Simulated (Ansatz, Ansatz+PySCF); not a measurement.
| atom | x (Å) | y (Å) | z (Å) |
| --- | --- | --- | --- |
| Si | 0.0052 | -0.0473 | 0.0154 |
| F | 0.8949 | 0.8975 | 0.8743 |
| F | 0.8808 | -0.9181 | -0.8802 |
| F | -0.8752 | 0.8868 | -0.9125 |
| F | -0.8692 | -0.9265 | 0.9304 |

Basis set: def2-SVP (spherical functions). Left uncorrelated: 9 orbitals. Charge 0, multiplicity 1.

Computed with Ansatz (development build ahead of 0.2.0); each method stands on the lowest determinant of its kind that the runs found. Restricted open shells among the atoms or ions are ROHF, correlated in semicanonical orbitals with singles. Restricted functionals stand beside restricted open-shell atoms, which can lie above the unrestricted atoms usual in DFT and then raise those values.

The atomization energy at this shape (free ground-state atoms in the same class of orbitals less the molecule, no zero-point energy) of singlet SiF₄:

```json
{"method": "ωB97X (restricted)", "atomization energy": "23.80 eV"}
{"method": "ωB97X (unrestricted)", "atomization energy": "23.59 eV"}
{"method": "r²SCAN (restricted)", "atomization energy": "23.95 eV"}
{"method": "PBE0 (restricted)", "atomization energy": "23.30 eV"}
{"method": "PBE0 (unrestricted)", "atomization energy": "23.09 eV"}
{"method": "PBE (unrestricted)", "atomization energy": "24.02 eV"}
{"method": "PBE (restricted)", "atomization energy": "24.16 eV"}
{"method": "RHF-CCSD(T)", "atomization energy": "22.14 eV"}
{"method": "RHF-CCSD", "atomization energy": "21.97 eV"}
{"method": "RHF-MP2", "atomization energy": "23.48 eV"}
{"method": "RHF", "atomization energy": "17.80 eV"}
{"method": "UHF", "atomization energy": "17.32 eV"}
```

Question: What does r²SCAN (unrestricted) give?

Answer: 23.66 eV. Caution: the shape is not the minimum.
